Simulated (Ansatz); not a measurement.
```yaml
crystal:
  periodic: [false, false, false]
  atoms:
    - {symbol: Be, position_ang: [-0.296295, -0.620504, -1.174881]}
    - {symbol: Be, position_ang: [-0.806629, 1.292419, 0.571125]}
    - {symbol: Be, position_ang: [1.048598, -0.584098, 0.642304]}
    - {symbol: O, position_ang: [0.335904, 0.633936, 1.245030]}
    - {symbol: O, position_ang: [0.822783, -1.316803, -0.582577]}
    - {symbol: O, position_ang: [-1.104361, 0.595061, -0.701000]}
basis:
  gaussian: {orbitals: def2-TZVP}
total_charge: 1
magnetization: {spin_polarized: true, initial_magnetization: 1}
hamiltonian: {xc: {name: HF}}
correlation: {method: mp2, frozen_orbitals: {Be: 0}}
output: {forces: true}
```

```sh
$ ansatz run in.yaml --threads 4 --pin off --events-out ev --progress --plain --max-ram 3916MiB
```

Output, abridged:

```
Functional definition: HF
Error: "frozen_orbitals" has no count for O
```

Question: What is wrong with this run?

Answer: Frozen orbitals are typed for one element alone, and the program wants a count for each (the count typed has to fit that element's core, too). The program refused the input.
